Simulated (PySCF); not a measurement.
antimony atom (Sb), quartet (all electrons, no relativity). Base run: PySCF with BLYP/STO-3G.

Geometry (Å):
```xyz
1

Sb     0.0000     0.0000     0.0000
```
Charge 0, spin multiplicity 4.
Orbitals are unrestricted.
All else is at PySCF's defaults.
Base energy -6253.21734 Eh.

The base run was repeated with changes; each row names its change, and settings that it needs were set with it.

| change | ΔE vs base (mEh) | SCF cycles | <S^2> |
|---|---|---|---|
| base | 0.000 | 4 | 3.750 |
| init_guess = vsap | 0.000 | 3 | 3.750 |
| init_guess = huckel | 0.000 | 3 | 3.750 |
| DIIS = EDIIS | 0.000 | 4 | 3.750 |
| init_guess = atom | 0.000 | 4 | 3.750 |
| diis = off (with mf.max_cycle = 100) | 0.000 | 4 | 3.750 |
| diis_space = 12 | 0.000 | 4 | 3.750 |
| level_shift = 0.1 (with mf.max_cycle = 100) | 0.000 | 4 | 3.750 |
| conv_tol_grad = 1e-7 | 0.000 | 4 | 3.750 |
| conv_tol = 1e-7 | 0.000 | 4 | 3.750 |
| init_guess = sap | 0.000 | 4 | 3.750 |
| level_shift = 0.5 (with mf.max_cycle = 100) | 0.000 | 6 | 3.750 |
| conv_tol = 1e-11 | 0.000 | 4 | 3.750 |

Open shells are given as the SCF converged; they aren't shown to be the lowest states, and a large step between rows can be another state.
